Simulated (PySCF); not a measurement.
CrF₄, neutral, multiplicity 3. Atoms are numbered in the order given.

```xyz
5

Cr     0.0000     0.0000     0.0000
F      0.9778     0.9778     0.9778
F     -0.9778     0.9778    -0.9778
F     -0.9778    -0.9778     0.9778
F      0.9778    -0.9778    -0.9778
```
Charge 0, spin multiplicity 3.

The structure is a stationary point at r2SCAN-D4/def2-SVP. The multiplicity is an assumed one; other spin states were not compared.

Calculation: M06-2X/def2-TZVP run with PySCF.

ESP charges are fitted to the potential on shells at 1.4 to 2.0 van der Waals radii. Atomic charges (e):

| atom | Löwdin | meta-Löwdin | ESP fit | Mulliken | Mulliken spin |
|---|---|---|---|---|---|
| Cr1 | 0.76 | 1.91 | 1.26 | 1.81 | 1.96 |
| F2 | -0.19 | -0.48 | -0.31 | -0.45 | 0.01 |
| F3 | -0.19 | -0.48 | -0.31 | -0.45 | 0.01 |
| F4 | -0.19 | -0.48 | -0.31 | -0.45 | 0.01 |
| F5 | -0.19 | -0.48 | -0.31 | -0.45 | 0.01 |
